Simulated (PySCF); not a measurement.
BiFBr2, SMILES [F][Bi]([Br])[Br].

Geometry optimised at B3LYP-D3(BJ)/def2-SVP. The structure was generated by enumeration; whether it is a known compound was not checked. The def2 effective core potentials stand for the cores of Bi; spin–orbit coupling is left out.

Level of theory: HF/def2-TZVP run with PySCF.

Symmetry labels are those of the subgroup Cs that the program uses (full group Cs).

Q: List the valence orbital energies around the gap with their symmetry. (An estimate is asked for; the answer gives what the named calculation found.)

A: 
```csv
orbital,symmetry,energy (eV)
HOMO−7,A",-16.73
HOMO−6,A',-16.07
HOMO−5,A",-13.08
HOMO−4,A',-12.44
HOMO−3,A',-11.89
HOMO−2,A",-11.63
HOMO−1,A",-11.38
HOMO,A',-11.08
LUMO,A',0.30
LUMO+1,A",0.63
LUMO+2,A',0.77
LUMO+3,A',4.79
```
